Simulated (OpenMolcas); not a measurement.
## What dynamic correlation does to the levels of Ca I

| Quantity | Value |
| --- | --- |
| Program | OpenMolcas |
| Basis | ANO-RCC-VQZP [7s6p3d2f1g] |
| Scalar Hamiltonian | DKH2, point nucleus |
| Active space | 2 electrons in 4 orbitals (4s 4p) |
| State averaging | 2S+1 = 3 even, 3 roots; 2S+1 = 1 even, 6 roots; 2S+1 = 3 odd, 3 roots; 2S+1 = 1 odd, 3 roots |
| Spin-orbit coupling | RASSI with atomic mean-field integrals over the reference wave functions, term energies averaged over their components |

Methods on the same reference wave functions:
A. CASSCF
B. SS-CASPT2, IPEA 0.25 Eh, imaginary shift 0.1 Eh (closed shells correlated: 3s 3p)

Energies in cm-1 above 4s2 1S0, the measured ground level; measured values from NIST Handbook of Basic Atomic Spectroscopic Data.

```
      Level      A      B  Measured
    4s2 1S0    0.0    0.0       0.0
4s 4p 3P* 0  13526  14840     15158
4s 4p 3P* 1  13563  14878     15210
4s 4p 3P* 2  13639  14953     15316
4s 4p 1P* 1  28365  26584     23652
    4p2 3P0  38378  40436     38418
    4p2 3P1  38413  40471     38465
    4p2 3P2  38482  40537     38552
    4p2 1D2  43354  41132
```

Deviations, from unrounded energies. A percentage is the sum of absolute deviations over the sum of measured energies, with the sign that they share, or ± where signs differ.

| Against measurement | Levels | A | B |
| --- | --- | --- | --- |
| mean absolute deviation (cm-1) | 7 | 1400 | 1400 |
| other configurations (%) | 7 | ±5.3 | ±5.4 |

A, B lie about equally close to measurement. The largest miss of A in the table is 4s 4p 1P* 1, by +4700 cm-1. The ranking rests on the paired levels alone, and a cruder setting can come out closer through cancelling errors.

The lowest spin-free term lies below A's lowest term by 0.267 hartree in B.

The ¹D term of p² mixes with s d, which this space lacks. Without dynamic correlation excited terms often stand tens of per cent too high (terms of higher spin than the ground term too low), and those without a measured partner can miss by more than the paired ones (holds for A). Computed and measured levels are paired by configuration, term and J; levels that our copy of the source lacks, or whose pairing is in doubt (as where it misses far off the trend of its configuration), stay unpaired and out of the deviations. Levels of configurations outside the active space are missing.

* marks odd parity.
